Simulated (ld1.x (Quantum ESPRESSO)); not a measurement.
## S: what ld1.x (Quantum ESPRESSO) 7.5 does with a changed input

Command:

```bash
ld1.x < S.in > S.out
```

Input:

```
&input
   title='S', zed=16., rel=0, dft='REVPBE', iswitch=3, beta=0.7,
   config='[Ne] 3s2 3p4 3d-2',
   nld=3, rlderiv=1.50, eminld=-3.0, emaxld=5.0, deld=0.02
 /
 &inputp
   pseudotype=2, tm=.true., lloc=0,
   nlcc=.true.,
   file_pseudopw='S.UPF', file_wfcaegen='ae.wfc', file_wfcncgen='nc.wfc', file_beta='beta', file_chi='chi'
 /
3
3P  2  1   4.00   0.00  1.10  1.10  0.0
3D  3  2  -2.00   0.30  1.25  1.25  0.0
3S  1  0   2.00   0.00  1.35  1.35  0.0
 &test
   configts(1)='3s2 3p4'
 /
```

This is an input that runs to its end, with one change: mixing beta=0.7.

Problem. How does the run end?

Solution. The program runs through. The occupied levels of the test differ from the all-electron ones by at most 0.00000 Ry (unchanged input: 0.00000 Ry).

```
      Integrated core pseudo-charge :   2.05

      Wfc   3P  rcut= 1.108  Using Troullier-Martins method

      Wfc   3D  rcut= 1.255  Using Troullier-Martins method

     ------------------- End of pseudopotential generation -------------------

     Computing logarithmic derivative in   1.50483
     Computing logarithmic derivative in   1.50483
     Computing the partial wave expansion
       no projector for channel:   0
     R is outside the sphere for l=    1 j= 0.00
     R is outside the sphere for l=    2 j= 0.00

     ---------------------- Testing the pseudopotential ----------------------

     S

     atomic number is 16.00   valence charge is  6.00
     dft =REVPBE   lsd =0 sic =0 latt =0  beta=0.70 tr2=1.0E-14
     mesh =1151 r(mesh) =  99.72449 xmin = -7.00 dx = 0.01250

     n l     nl             e AE (Ry)        e PS (Ry)    De AE-PS (Ry)
     1 0     3S   1( 2.00)       -1.25830       -1.25830        0.00000
     2 1     3P   1( 4.00)       -0.51379       -0.51379       -0.00000

     eps = 5.7E-16  iter =  7

     Etot =    -796.034084 Ry,    -398.017042 Ha,  -10830.595463 eV
     Etotps =   -23.109095 Ry,     -11.554547 Ha,    -314.415248 eV

     Ekin =       7.565823 Ry,       3.782911 Ha,     102.938263 eV
     Encl =     -38.718400 Ry,     -19.359200 Ha,    -526.790662 eV
     Ehrt =      16.769008 Ry,       8.384504 Ha,     228.153974 eV
     Ecxc =      -7.437931 Ry,      -3.718966 Ha,    -101.198209 eV
     (Ecc =      -2.898456 Ry,      -1.449228 Ha,     -39.435501 eV)
     Epseu=      -1.287594 Ry,      -0.643797 Ha,     -17.518614 eV

     ---------------------- End of pseudopotential test ----------------------
```
